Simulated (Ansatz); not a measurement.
The cluster HgI2⁺, relaxed as a doublet with UKS PBE0-D4/def2-TZVP in Ansatz, starting from the GFN1-xTB geometry. Force threshold 0.02 eV/Å.

In the def2 sets Hg, I take a core potential; there is no spin–orbit coupling. In the doublet, I2 and I3 lie 2.63 Å apart (atoms count from 1), so these atoms are partly bonded to each other. The relaxation made no stability test and no search for a lower SCF solution. Another isomer (doublet) lies 0.41 eV lower at PBE0-D4/def2-TZVP; other spin states weren't run for this one.

Start:

```
atom    x (Å)    y (Å)    z (Å)
 Hg1   1.1553   2.5046   0.1724
  I2  -0.2433   0.0456  -0.3118
  I3  -0.9120  -2.5502   0.1394
```

```csv
step,energy (eV),largest force component (eV/Å),SCF passes
1,-20372.0781,0.411,26
2,-20372.1148,0.225,33
3,-20372.1703,0.159,29
4,-20372.2118,0.160,29
5,-20372.2385,0.198,27
6,-20372.2481,0.060,29
7,-20372.2488,0.019,30
```

Force components are those of the run's own axes.

End:

```xyz
3

Hg    1.1997    2.0321    0.4525
I    -0.7031    0.1128   -0.8919
I    -0.4966   -2.1448    0.4395
```

By distances, no bond broke or formed. The bond that changes most is Hg1–I2, from 2.87 to 3.02 Å (atoms count from 1).

No frequencies were taken in this run, so the end may be a saddle point.

It took 24 s on 4 threads of Arm Neoverse V1 on a shared host.
